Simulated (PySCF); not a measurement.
**Identify the compound**

An unknown has the formula C₄H₅FO₃Si. Its calculated NMR data are:

¹H NMR (400 MHz, computed): δ 9.70 (m, 1H), 7.93 (s, 1H), 6.80 (m, 1H), 5.26 (m, 2H).

¹³C{¹H} NMR (computed): δ 204.6, 200.8, 163.6, 127.8.

All values are calculated (PySCF 2.14.0 with density-fitted response routines): structure optimised with GFN2-xTB, shielding tensors at PBE0/pcSseg-1 (GIAO). Gas phase, one averaged value for each set of equivalent atoms, one conformer, non-relativistic.

Shifts are taken against calculated references (same method and geometry level): ¹H (31.72 ppm) and ¹³C (186.93 ppm) against TMS.

Problem. Deduce the structure.

Solution. 
1. Rings plus π bonds: 3 (no ring in the answer).
2. 4 carbon signals for 4 carbons: no two carbons are equivalent.
3. Carbon types of the structure: 1 × C, 3 × CH, leaving 2 H on heteroatoms.
4. δC 204.6: β carbon of a C=C–C=O unit; conjugation with the carbonyl draws π density from the β position.
5. δC 200.8: aldehyde carbonyl carbon; the double bond to the heteroatom, with no lone-pair donor beside it, deshields it most.
6. δC 163.6: carbonyl carbon.
7. δC 127.8: α carbon of a C=C–C=O unit; as expected for a trigonal carbon in a double bond.
8. δH 9.70: hydrogen on an aldehyde carbonyl carbon; deshielded by the polar, anisotropic C=O bond.
9. δH 7.93: hydrogen on a carbonyl carbon.
10. δH 6.80: hydrogen on an α carbon of a C=C–C=O unit; a vinylic proton, deshielded by the sp2 carbon and the C=C anisotropy.

Structure: `O=C/C=C(/F)[SiH2]OC=O`.

The shifts were computed for this structure.

Splittings by ¹⁹F in the carbon and heteronuclear signals aren't shown, as no couplings were computed. Shifts are as computed. Against solution values, carbons near 30 ppm lie about +3 ppm off and those near 130 ppm about +5 ppm. Of 1309 compounds with measured shifts, 239 miss one by over three times the rms of a fit or turn the order of signals round; such compounds aren't used in these exercises. Multiplicities follow the n + 1 count of equivalent neighbours, as no J values were calculated; m marks all less simple cases, F and P coupling included.
